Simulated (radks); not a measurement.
Ionisation of the ruthenium ion Ru+, [Kr] 4d7, to [Kr] 4d6 as the strength of local exchange is varied. Method: scalar-relativistic Kohn-Sham, Slater X-alpha exchange (alpha = 2/3 is LDA exchange), no correlation, spin-polarised, spherical densities, finite nucleus; open shells are filled with parallel spins first (spin-orbit coupling, left out, can overturn this in heavy ions); Fermi nuclear charge, rms radius 4.4809 fm; computed with a radial shooting solver on a logarithmic mesh with Libxc functionals.

alpha  E(Ru+) (hartree)  exchange (hartree)  IE (eV)  -e of the level emptied (eV)  <r> of it (bohr)
0.649       -4518.60506          -121.21655   15.217                   10.039 (4d)             1.699
0.667       -4521.97415          -124.67219   15.431                   10.225 (4d)             1.690
0.779       -4542.99430          -146.28706   16.818                   11.443 (4d)             1.637
0.937       -4572.81429          -177.10986   18.940                   13.342 (4d)             1.569
?           -4566.75907          -170.83612   18.495                   12.940 (4d)             1.582

Which alpha was used in the last row?

Answer. alpha = 0.905. NIST Atomic Spectra Database: 16.8 +/- 0.06 eV (semi-empirical). The Delta-SCF value meets it near alpha = 0.77. Open shells are spherical and high-spin; term and fine-structure splittings are not resolved.
